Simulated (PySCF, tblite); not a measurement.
Isomers of C6H10O2Si2. Calculated harmonic vibrations of the isolated species, GFN2-xTB (tblite), most abundant isotopes, no scaling. Against measured fundamentals such values can be off by several per cent, at times by over 20. Modes of hydrogen on silicon can be 10 to 20 % off. One conformer each.

Electronic energies: PBE0/pcSseg-1 single points on the GFN2-xTB geometries (PySCF, gas phase).

```json
{"SMILES": "C#C[SiH2][Si@H]1C[C@@H](C(=O)O)C1", "electronic energy, lowest = 0 (kJ/mol)": "241.4"}
{"SMILES": "O=CCC(=O)[Si@H]1C=CC[SiH2]1", "electronic energy, lowest = 0 (kJ/mol)": "202.3"}
{"SMILES": "CC(=O)[Si@@H]1C=C[C@@H](C=O)[SiH2]1", "electronic energy, lowest = 0 (kJ/mol)": "207.6"}
{"SMILES": "[SiH3]Oc1ccccc1O[SiH3]", "electronic energy, lowest = 0 (kJ/mol)": "0.0"}
{"SMILES": "C#C[Si@@H]1C=C(COC)[SiH2]O1", "electronic energy, lowest = 0 (kJ/mol)": "139.6"}
```

Q: How do GFN2-xTB zero-point energies change the relative energies?

A: 
| SMILES | ZPE (kJ/mol) | of it from modes above 1550 cm⁻¹ | electronic (kJ/mol) | with ZPE, lowest = 0 (kJ/mol) | lowest mode (cm⁻¹) | rings |
| --- | --- | --- | --- | --- | --- | --- |
| [SiH3]Oc1ccccc1O[SiH3] | 354.7 | 174.8 | 0.0 | 0.0 | 52 | 1 |
| C#C[Si@@H]1C=C(COC)[SiH2]O1 | 363.2 | 189.0 | 139.6 | 148.1 | 25 | 1 |
| O=CCC(=O)[Si@H]1C=CC[SiH2]1 | 363.4 | 194.1 | 202.3 | 210.9 | 42 | 1 |
| CC(=O)[Si@@H]1C=C[C@@H](C=O)[SiH2]1 | 362.9 | 195.4 | 207.6 | 215.8 | 23 | 1 |
| C#C[SiH2][Si@H]1C[C@@H](C(=O)O)C1 | 364.5 | 192.9 | 241.4 | 251.1 | 32 | 1 |

The zero-point energies span 9.8 kJ/mol, from `[SiH3]Oc1ccccc1O[SiH3]` to `C#C[SiH2][Si@H]1C[C@@H](C(=O)O)C1`. The order is unchanged.

Q: And how do the electronic energies of GFN2-xTB itself compare?

A: `[SiH3]Oc1ccccc1O[SiH3]` 0.0; `C#C[Si@@H]1C=C(COC)[SiH2]O1` 380.6; `O=CCC(=O)[Si@H]1C=CC[SiH2]1` 573.4; `CC(=O)[Si@@H]1C=C[C@@H](C=O)[SiH2]1` 559.5; `C#C[SiH2][Si@H]1C[C@@H](C(=O)O)C1` 575.1 kJ/mol, lowest = 0. Against the energies above, taken from the same isomer `[SiH3]Oc1ccccc1O[SiH3]`, the largest difference is 371.1 kJ/mol.

Q: What do entropy and thermal enthalpy add at 298.15 K and 1 bar (rigid rotor, harmonic oscillator, one conformer each)?

A: 
| SMILES | point group | symmetry number | S (J/(mol K)) | H − H(0) (kJ/mol) | ZPE + H − H(0) − TS (kJ/mol) |
| --- | --- | --- | --- | --- | --- |
| [SiH3]Oc1ccccc1O[SiH3] | Cs | 1 | 440.7 | 32.76 | 256.1 |
| O=CCC(=O)[Si@H]1C=CC[SiH2]1 | C1 | 1 | 466.9 | 35.29 | 259.4 |
| C#C[SiH2][Si@H]1C[C@@H](C(=O)O)C1 | Cs | 1 | 472.5 | 35.96 | 259.5 |

Not tabulated: `C#C[Si@@H]1C=C(COC)[SiH2]O1` (lowest mode only 25 cm⁻¹); `CC(=O)[Si@@H]1C=C[C@@H](C=O)[SiH2]1` (lowest mode only 23 cm⁻¹).
